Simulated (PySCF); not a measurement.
Ga(I)2(OH) (GaHI2O), SMILES [OH][Ga]([I])[I]. Geometry: PBE-D3(BJ)/def2-SVP. The structure was generated by enumeration; whether it is a known compound was not checked. The def2 effective core potentials stand for the cores of I; spin–orbit coupling is left out. Other conformers were not sampled.

Give the equilibrium geometry at PBE-D3(BJ)/def2-SVP (PySCF confirms it by a frequency run) as a Z-matrix, and its point group. (Estimate from the structure and the level; the computed values follow.)

One answer among several that fit: point group Cs.
```
Ga
O 1 1.7947
H 2 0.9771 1 111.37
I 1 2.4824 2 116.51 3 180.00
I 1 2.5011 2 120.71 3 0.00
```
Charge 0, spin multiplicity 1.
